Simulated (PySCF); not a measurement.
## `C(C(C)C)(N)C(C)C`, C$_{7}$H$_{17}$N

Molfile (atoms numbered from 1):
```
C7H17N
     RDKit          3D

 25 24  0  0  0  0  0  0  0  0999 V2000
    1.4406   -0.1378   -1.3192 C   0  0  0  0  0  0  0  0  0  0  0  0
    1.0217    0.6187   -0.0635 C   0  0  0  0  0  0  0  0  0  0  0  0
    2.2300    0.9182    0.8175 C   0  0  0  0  0  0  0  0  0  0  0  0
   -0.0829   -0.1105    0.7398 C   0  0  0  0  0  0  0  0  0  0  0  0
    0.3293   -1.3834    1.3079 N   0  0  0  0  0  0  0  0  0  0  0  0
   -1.3960   -0.3177   -0.0390 C   0  0  0  0  0  0  0  0  0  0  0  0
   -1.8778    0.9441   -0.7467 C   0  0  0  0  0  0  0  0  0  0  0  0
   -2.4841   -0.8601    0.8826 C   0  0  0  0  0  0  0  0  0  0  0  0
    2.2342    0.4015   -1.8587 H   0  0  0  0  0  0  0  0  0  0  0  0
    0.6030   -0.2821   -2.0182 H   0  0  0  0  0  0  0  0  0  0  0  0
    1.8420   -1.1339   -1.0685 H   0  0  0  0  0  0  0  0  0  0  0  0
    0.6031    1.5906   -0.3747 H   0  0  0  0  0  0  0  0  0  0  0  0
    2.7335   -0.0084    1.1396 H   0  0  0  0  0  0  0  0  0  0  0  0
    2.9769    1.5199    0.2774 H   0  0  0  0  0  0  0  0  0  0  0  0
    1.9412    1.4755    1.7230 H   0  0  0  0  0  0  0  0  0  0  0  0
   -0.3286    0.5496    1.5945 H   0  0  0  0  0  0  0  0  0  0  0  0
    1.1236   -1.2710    1.9316 H   0  0  0  0  0  0  0  0  0  0  0  0
    0.6158   -2.0283    0.5733 H   0  0  0  0  0  0  0  0  0  0  0  0
   -1.1978   -1.0867   -0.8107 H   0  0  0  0  0  0  0  0  0  0  0  0
   -2.8660    0.7766   -1.2018 H   0  0  0  0  0  0  0  0  0  0  0  0
   -1.9833    1.7789   -0.0334 H   0  0  0  0  0  0  0  0  0  0  0  0
   -1.1997    1.2718   -1.5480 H   0  0  0  0  0  0  0  0  0  0  0  0
   -2.7708   -0.1006    1.6296 H   0  0  0  0  0  0  0  0  0  0  0  0
   -2.1263   -1.7444    1.4256 H   0  0  0  0  0  0  0  0  0  0  0  0
   -3.3891   -1.1268    0.3151 H   0  0  0  0  0  0  0  0  0  0  0  0
  1  2  1  0
  2  3  1  0
  2  4  1  0
  4  5  1  0
  4  6  1  0
  6  7  1  0
  6  8  1  0
  1  9  1  0
  1 10  1  0
  1 11  1  0
  2 12  1  0
  3 13  1  0
  3 14  1  0
  3 15  1  0
  4 16  1  0
  5 17  1  0
  5 18  1  0
  6 19  1  0
  7 20  1  0
  7 21  1  0
  7 22  1  0
  8 23  1  0
  8 24  1  0
  8 25  1  0
M  END
```

Method: quadratic response CAM-B3LYP/def2-SVPD first hyperpolarisability, Taylor convention, gas phase in PySCF 2.14.0. Geometry: PBE0-D3(BJ)/def2-SVP.

Give the tensor of the second harmonic β(−2ω;ω,ω) at 1907 nm in the axes of these coordinates.

In au, Taylor convention; rows are the first index (the induced dipole):
|  | xx | yy | zz | xy | xz | yz |
| --- | --- | --- | --- | --- | --- | --- |
| x | -6.2 | -3.2 | -6.5 | -9.4 | +18.1 | +0.8 |
| y | -9.7 | -26.0 | -17.4 | -3.3 | +1.0 | -5.3 |
| z | +18.2 | -5.3 | -2.3 | +0.9 | -6.6 | -17.3 |

Norm of βᵢ = ⅓ Σⱼ (βᵢⱼⱼ + βⱼᵢⱼ + βⱼⱼᵢ): 56.2 au, hyper-Rayleigh value 23.2 au.
